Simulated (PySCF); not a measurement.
Al2H3NO, Al2H3O2, AlH4O2Si, AlCl2HO and others (calculated)

Calculation on a computer-drawn molecule: the log of a Hartree-Fock and frozen-core CCSD(T) single point meant for a local Hartree-Fock minimum, with one planted fault or none, to be diagnosed. Offsets are logged minus clean, where the clean run is the same molecule without the fault. The reference is restricted for singlets and unrestricted otherwise, and also for a bond in bohr or an excited solution. Adding or removing an electron swaps singlet and doublet. The excited solution moves the top pair (singlet) or top alpha electron (doublet) to the lowest empty orbital. Highest occupied and lowest empty are orbital energies over both spins, largest force is the largest gradient component, triples share is (T) over the correlation energy, the T1 limit is 0.02 restricted and 0.045 unrestricted, electrons count all cores, a negative frequency is imaginary (commonest isotopes), and the dipole is about the centre of nuclear charge. Program: PySCF 2.14.0.

Common to all runs: meant charge 0; meant basis cc-pV(D+d)Z; logged SCF converged yes; possible faults no fault, one electron removed, one electron added, multiplicity raised by two, geometry at a saddle point, SCF held on an excited solution, minimal basis STO-3G, one bond length entered in bohr, all coordinates scaled.

```yaml
- entry: 1
  formula: Al2H3NO
  logged_structure:
    atoms_angstrom:
      - [O, 2.7878, 0.9436, 2.7357]
      - [Al, 1.6207, -0.1543, 2.1519]
      - ["N", 1.7799, -0.8813, 0.5767]
      - [Al, 2.1855, -1.3875, -0.9192]
      - [H, 2.7433, 1.3604, 3.5801]
      - [H, 0.4104, -0.4544, 3.1291]
      - [H, 2.5137, -1.9116, -2.3453]
  given:
    meant_multiplicity: 1
    logged_electrons: 44
    logged_basis_functions: 89
    logged_spin_squared: 0.0
    "logged_highest_occupied [eV]": -3.2524
    "logged_lowest_empty [eV]": -4.6128
    "logged_largest_force [hartree/bohr]": 0.20695
    logged_CC_converged: "no"
    "logged_dipole_magnitude [debye]": 7.7033
    logged_SCF_stable_within_its_kind: "no"
    "logged_energy_HF [hartree]": -614.50116
    drawn_bonds_atom: [1, 2, 3, 1, 2, 4]
    drawn_bonds_other_atom: [2, 3, 4, 5, 6, 7]
    drawn_bonds_order: [1, 1, 2, 1, 1, 1]
  results:
    planted_fault: "SCF held on an excited solution"
    "HF_energy_offset_from_clean_run [kcal/mol]": 283.3
  notes: ["CCSD not converged"]
- entry: 2
  formula: Al2H3O2
  logged_structure:
    atoms_angstrom:
      - [O, 1.0881, -1.8906, 2.2693]
      - [Al, 0.7713, -1.2758, 0.7316]
      - [O, -0.7999, -1.009, 0.2013]
      - [Al, -2.3347, -0.6981, -0.4219]
      - [H, 0.483, -2.1408, 2.9465]
      - [H, 2.0032, -0.9589, -0.1788]
      - [H, -3.0886, -1.888, -1.176]
  given:
    meant_multiplicity: 2
    logged_electrons: 45
    logged_basis_functions: 89
    logged_spin_squared: 0.901
    "logged_highest_occupied [eV]": -5.4262
    "logged_lowest_empty [eV]": -1.239
    "logged_largest_force [hartree/bohr]": 0.026986
    "logged_dipole_magnitude [debye]": 2.6486
    logged_SCF_stable_within_its_kind: "no"
    "logged_energy_HF [hartree]": -635.36075
    drawn_bonds_atom: [1, 2, 3, 1, 2, 4]
    drawn_bonds_other_atom: [2, 3, 4, 5, 6, 7]
    drawn_bonds_order: [1, 1, 1, 1, 1, 1]
  results:
    planted_fault: "SCF held on an excited solution"
    "HF_energy_offset_from_clean_run [kcal/mol]": 62.63
  notes: ["coupled-cluster numbers left out as unreliable"]
- entry: 3
  formula: AlH4O2Si
  logged_structure:
    atoms_angstrom:
      - [O, 0.5499, 2.1599, -0.5174]
      - [Al, 0.2625, 1.0439, 0.7071]
      - [O, -0.6131, -0.3601, 0.3976]
      - [Si, -1.4304, -1.7706, 0.2778]
      - [H, 0.2865, 2.1382, -1.4218]
      - [H, 0.8261, 1.3422, 2.1314]
      - [H, -0.7925, -2.646, -0.7388]
      - [H, -2.8402, -1.5125, -0.1124]
  given:
    meant_multiplicity: 2
    logged_electrons: 48
    logged_basis_functions: 94
    logged_spin_squared: 0.0
    "logged_highest_occupied [eV]": 0.16771
    "logged_lowest_empty [eV]": 6.1845
    "logged_largest_force [hartree/bohr]": 0.074291
    logged_T1_diagnostic: 0.016679
    logged_D1_diagnostic: 0.049286
    logged_triples_share: 0.021822
    logged_CC_converged: "yes"
    "logged_dipole_magnitude [debye]": 9.256
    logged_SCF_stable_within_its_kind: "yes"
    "logged_energy_HF [hartree]": -682.99424
    "logged_energy_CCSD(T) [hartree]": -683.58347
    drawn_bonds_atom: [1, 2, 3, 1, 2, 4, 4]
    drawn_bonds_other_atom: [2, 3, 4, 5, 6, 7, 8]
    drawn_bonds_order: [1, 1, 1, 1, 1, 1, 1]
  results:
    planted_fault: "one electron added"
    "HF_energy_offset_from_clean_run [kcal/mol]": 26.15
    "CCSD(T)_energy_offset_from_clean_run [kcal/mol]": 6.918
  notes: ["highest electron not bound in this basis"]
- entry: 4
  formula: AlCl2HO
  logged_structure:
    atoms_angstrom:
      - [O, 0.6005, -0.1729, 2.2534]
      - [Al, -0.8435, 0.5535, 1.7382]
      - [Cl, -0.7681, 2.4724, 0.84]
      - [Cl, -2.7196, -0.4239, 1.9768]
      - [H, 0.7407, -1.0247, 2.6727]
  given:
    meant_multiplicity: 1
    logged_electrons: 56
    logged_basis_functions: 88
    logged_spin_squared: 0.0
    "logged_highest_occupied [eV]": -12.561
    "logged_lowest_empty [eV]": 2.1156
    "logged_largest_force [hartree/bohr]": 0.016613
    logged_T1_diagnostic: 0.011528
    logged_D1_diagnostic: 0.038658
    logged_triples_share: 0.021495
    logged_CC_converged: "yes"
    "logged_dipole_magnitude [debye]": 2.0032
    logged_SCF_stable_within_its_kind: "yes"
    "logged_energy_HF [hartree]": -1236.59115
    "logged_energy_CCSD(T) [hartree]": -1237.15237
    drawn_bonds_atom: [1, 2, 2, 1]
    drawn_bonds_other_atom: [2, 3, 4, 5]
    drawn_bonds_order: [1, 1, 1, 1]
  results:
    planted_fault: "all coordinates scaled, by +1.8 %"
    "HF_energy_offset_from_clean_run [kcal/mol]": 1.142
    "CCSD(T)_energy_offset_from_clean_run [kcal/mol]": 0.102
- entry: 5
  formula: AlCl2HO
  logged_structure:
    atoms_angstrom:
      - [O, 0.5899, -0.1698, 2.2136]
      - [Al, -0.8286, 0.5437, 1.7075]
      - [Cl, -0.7546, 2.4286, 0.8252]
      - [Cl, -2.6715, -0.4164, 1.9418]
      - [H, 0.7276, -1.0066, 2.6255]
  given:
    meant_multiplicity: 1
    logged_electrons: 56
    logged_basis_functions: 88
    logged_spin_squared: 2.0115
    "logged_highest_occupied [eV]": -4.5716
    "logged_lowest_empty [eV]": -3.8121
    "logged_largest_force [hartree/bohr]": 0.11658
    logged_T1_diagnostic: 0.07149
    logged_D1_diagnostic: 0.37364
    logged_triples_share: 0.026779
    logged_CC_converged: "yes"
    "logged_dipole_magnitude [debye]": 4.5783
    logged_SCF_stable_within_its_kind: "yes"
    "logged_energy_HF [hartree]": -1236.32436
    "logged_energy_CCSD(T) [hartree]": -1236.8816
    drawn_bonds_atom: [1, 2, 2, 1]
    drawn_bonds_other_atom: [2, 3, 4, 5]
    drawn_bonds_order: [1, 1, 1, 1]
  results:
    planted_fault: "multiplicity raised by two"
    "HF_energy_offset_from_clean_run [kcal/mol]": 168.6
    "CCSD(T)_energy_offset_from_clean_run [kcal/mol]": 170.0
  notes: ["T1 above single-reference limit"]
- entry: 6
  formula: Al2H3O
  logged_structure:
    atoms_angstrom:
      - [O, -0.5582, -1.1286, -0.9906]
      - [Al, -0.3775, 0.6105, -0.9315]
      - [Al, -0.8032, 2.3888, 1.0895]
      - [H, -0.8386, -1.7912, -0.3333]
      - [H, 0.4741, 2.9467, 1.9571]
      - [H, -2.1986, 3.2531, 1.1248]
  given:
    meant_multiplicity: 2
    logged_electrons: 37
    logged_basis_functions: 75
    logged_spin_squared: 0.8074
    "logged_highest_occupied [eV]": -7.2311
    "logged_lowest_empty [eV]": 0.57702
    "logged_largest_force [hartree/bohr]": 0.024867
    logged_T1_diagnostic: 0.024862
    logged_D1_diagnostic: 0.072973
    logged_triples_share: 0.023599
    logged_CC_converged: "yes"
    "logged_dipole_magnitude [debye]": 1.2035
    logged_SCF_stable_within_its_kind: "yes"
    "logged_energy_HF [hartree]": -560.45913
    "logged_energy_CCSD(T) [hartree]": -560.80014
    drawn_bonds_atom: [1, 2, 1, 3, 3]
    drawn_bonds_other_atom: [2, 3, 4, 5, 6]
    drawn_bonds_order: [1, 1, 1, 1, 1]
  results:
    planted_fault: "all coordinates scaled, by +3.4 %"
    "HF_energy_offset_from_clean_run [kcal/mol]": 2.968
    "CCSD(T)_energy_offset_from_clean_run [kcal/mol]": 1.387
- entry: 7
  formula: Al2FH2O
  logged_structure:
    atoms_angstrom:
      - [O, -0.5061, 0.8182, -0.7822]
      - [Al, -1.5958, -0.0998, 0.1274]
      - [Al, -1.0103, -2.2152, 1.6005]
      - [F, -0.7328, -1.9258, 3.2161]
      - [H, 0.427, 0.7856, -0.9089]
      - [H, -1.2413, -3.7349, 1.2293]
  given:
    meant_multiplicity: 2
    logged_electrons: 45
    logged_basis_functions: 84
    logged_spin_squared: 0.9748
    "logged_highest_occupied [eV]": -5.6074
    "logged_lowest_empty [eV]": -0.82891
    "logged_largest_force [hartree/bohr]": 0.021603
    "logged_dipole_magnitude [debye]": 1.5855
    logged_SCF_stable_within_its_kind: "no"
    "logged_energy_HF [hartree]": -659.34306
    drawn_bonds_atom: [1, 2, 3, 1, 3]
    drawn_bonds_other_atom: [2, 3, 4, 5, 6]
    drawn_bonds_order: [1, 1, 1, 1, 1]
  results:
    planted_fault: "SCF held on an excited solution"
    "HF_energy_offset_from_clean_run [kcal/mol]": 44.06
  notes: ["coupled-cluster numbers left out as unreliable"]
- entry: 8
  formula: AlBH5OSi
  logged_structure:
    atoms_angstrom:
      - [O, 0.511, -3.04, -2.6716]
      - [Al, 0.263, -2.3222, -1.1642]
      - [B, 1.3376, -0.8527, -0.0649]
      - [Si, 0.884, 1.1331, -0.0768]
      - [H, 1.1784, -2.9471, -3.3303]
      - [H, 2.074, -1.2547, 0.7989]
      - [H, 2.1265, 1.8987, -0.3666]
      - [H, -0.1189, 1.5003, -1.1103]
      - [H, 0.3586, 1.5842, 1.238]
  given:
    meant_multiplicity: 2
    logged_electrons: 45
    logged_basis_functions: 99
    logged_spin_squared: 0.842
    "logged_highest_occupied [eV]": -7.6976
    "logged_lowest_empty [eV]": 0.90659
    "logged_largest_force [hartree/bohr]": 6.5847e-06
    "logged_lowest_frequency [cm^-1]": 63.272
    logged_T1_diagnostic: 0.032766
    logged_D1_diagnostic: 0.16849
    logged_triples_share: 0.02623
    logged_CC_converged: "yes"
    "logged_dipole_magnitude [debye]": 1.3888
    logged_SCF_stable_within_its_kind: "yes"
    "logged_energy_HF [hartree]": -633.30453
    "logged_energy_CCSD(T) [hartree]": -633.78544
    drawn_bonds_atom: [1, 2, 3, 1, 3, 4, 4, 4]
    drawn_bonds_other_atom: [2, 3, 4, 5, 6, 7, 8, 9]
    drawn_bonds_order: [1, 1, 1, 1, 1, 1, 1, 1]
  results:
    planted_fault: "no fault"
    "HF_energy_offset_from_clean_run [kcal/mol]": 0.0
    "CCSD(T)_energy_offset_from_clean_run [kcal/mol]": 0.0
```
